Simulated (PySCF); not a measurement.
C₉H₁₀O.
Atom-mapped SMILES: `[CH2:1]=[CH:2][CH2:3][C:4]1=[CH:5][C@@H:6]2[CH:7]=[CH:8][C@H:9]1[O:10]2` (hydrogens: H11, H12 on C1; H13 on C2; H14, H15 on C3; H16 on C5; H17 on C6; H18 on C7; H19 on C8; H20 on C9)

Computed, not measured: PBE0-D3(BJ)/def2-SVP geometry optimisation, gas phase (PySCF 2.14.0).

Problem. List the bond lengths, angles and torsions at this level.

Solution. 
```tsv
bond	length (bohr)
C1=C2	2.520
C2–C3	2.840
C3–C4	2.816
C4=C5	2.523
C5–C6	2.914
C6–C7	2.919
C7=C8	2.519
C8–C9	2.914
C9–O10	2.678
C4–C9	2.926
C6–O10	2.682
C1–H11	2.070
C1–H12	2.066
C2–H13	2.073
C3–H14	2.087
C3–H15	2.084
C5–H16	2.059
C6–H17	2.073
C7–H18	2.059
C8–H19	2.059
C9–H20	2.074
```

A selection of angles:
```tsv
angle	degrees
C2–C1–H11	121.4
C2–C1–H12	121.5
H11–C1–H12	117.1
C1–C2–C3	125.0
C1–C2–H13	119.4
C3–C2–H13	115.5
C2–C3–C4	110.9
C2–C3–H14	109.3
C2–C3–H15	110.0
C4–C3–H14	110.0
C4–C3–H15	109.3
H14–C3–H15	107.3
C3–C4–C5	132.3
C3–C4–C9	123.5
C5–C4–C9	103.9
C4–C5–C6	104.6
C4–C5–H16	129.1
C6–C5–H16	126.1
C5–C6–C7	107.0
C5–C6–O10	100.4
C5–C6–H17	117.3
C7–C6–O10	100.4
C7–C6–H17	117.2
O10–C6–H17	112.0
C6–C7–C8	104.3
C6–C7–H18	125.9
C8–C7–H18	129.6
C7–C8–C9	104.3
C7–C8–H19	129.8
C9–C8–H19	125.8
C8–C9–O10	100.7
C8–C9–H20	117.3
O10–C9–H20	112.3
C4–C9–C8	107.0
C4–C9–O10	100.6
C4–C9–H20	116.6
C6–O10–C9	95.3
```

Dihedral angles: C1–C2–C3–C4 116° (anticlinal); C2–C3–C4–C5 113° (anticlinal); C3–C4–C5–C6 -174° (antiperiplanar); C4–C5–C6–C7 70° (synclinal); C5–C6–C7–C8 -70° (synclinal); C6–C7–C8–C9 0° (synperiplanar); C7–C8–C9–O10 -35° (synclinal); C8–C9–O10–C6 55° (synclinal); C3–C4–C9–C8 105° (anticlinal); C5–C6–O10–C9 55° (synclinal).

The 5-membered ring C4–C5–C6–O10–C9 has internal angles of 95.3° to 104.6° (sum 505°, against 540° for a flat polygon); it is puckered, 0.25 Å rms from its mean plane, widest ring torsion 55°. Of the pairs four or more bonds apart, H11···H14 is among the closest relative to their van der Waals radii: 2.44 Å, 102 % of the sum of Bondi's values. The C–C distances run from 1.333 Å (C7=C8, drawn double) to 1.549 Å (C4–C9, drawn single), a spread of 0.216 Å. The 5-membered ring C6–C7–C8–C9–O10 has internal angles of 95.3° to 104.3° (sum 505°, against 540° for a flat polygon); it is puckered, 0.24 Å rms from its mean plane, widest ring torsion 55°.

Point group: C1 (no symmetry element, even within 0.4 Å). No frequency check. The numbers are those of one conformer.
